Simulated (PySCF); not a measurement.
Dipole response of Lu (lutetium, neutral)

[Xe] 4f14 5d1 6s1 6p1, one real determinant (an excited configuration). Calculation: PySCF 2.14, in x2c-TZVPPall with one added diffuse shell each of s, p, d type (12s8p8d2f2g, 108 functions); the spin-free X2C one-electron Hamiltonian (Gaussian nucleus). Coupled (time-dependent) response in atomic units; α is the mean over directions.

| method | mean α (bohr³) | α xx, yy, zz | C₆ (like pair) | S(−4) |
| --- | --- | --- | --- | --- |
| UHF | 359.3 | 304.7, 304.7, 468.6 | 4021 | 661400 |

S(−4) is the Cauchy moment in α(ω) = α(0) + S(−4) ω² + …

Spin-orbit coupling is absent.

α(iu) at UHF:

```
u (hartree)  α(iu) (bohr³)
          0          359.3
     0.0500          146.8
      0.100          86.53
      0.200          40.74
      0.300          23.93
      0.500          12.20
      0.750          7.483
       1.00          5.400
       1.50          3.392
       2.00          2.383
       3.00          1.388
       5.00         0.6629
```

A single London oscillator, α(iu) = α/(1 + u²/ω²), gives C₆ = (3/4) ω α². Matching the computed C₆ needs ω = 4 × 4021 / (3 × 359.3²) = 0.0415 hartree.

The components differ because the open shell of this determinant is not spherical; for a pure term their mean is the scalar polarisability.

⟨L²⟩ = 8.10 against 12 for a pure F term, so this real determinant mixes terms. Spin-orbit coupling, absent here, splits the open shell strongly.
